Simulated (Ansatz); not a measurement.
Sn₂F₃. Charge 0, multiplicity 2. Geometry PBE0-D4/def2-SVP; atoms count from 1.

```xyz
5

Sn   -0.271   -1.554    0.052
Sn    0.788    1.320   -0.340
F    -0.976    0.432    0.544
F    -0.142    1.497   -2.058
F     0.601   -1.695    1.803
```

In the def2 sets Sn takes a core potential; there is no spin–orbit coupling. Another isomer (doublet) lies 0.28 eV lower at PBE0-D4/def2-TZVP; other spin states weren't run for this one.

(1) Estimate the Mulliken populations from the PBE0/def2-TZVP orbitals of Ansatz.

(2) Where does the spin sit?

(3) And the Mayer bond orders between bonded heavy atoms (over 0.3)?

Answers

(1) 
```csv
atom,charge (e),spin (α − β)
Sn1,0.75,0.48
Sn2,0.75,0.48
F3,-0.49,0.01
F4,-0.50,0.02
F5,-0.50,0.02
```
Mulliken values and Mayer orders depend strongly on the basis.

(2) Summed by element: Sn 0.96, F 0.04, of 1 unpaired in all. Largest on single atoms: Sn1 0.48, Sn2 0.48, F5 0.02.

(3) Sn1–Sn2 0.61 (3.09 Å); Sn1–F3 0.39 (2.16 Å); Sn1–F5 0.80 (1.96 Å); Sn2–F3 0.39 (2.16 Å); Sn2–F4 0.80 (1.96 Å).
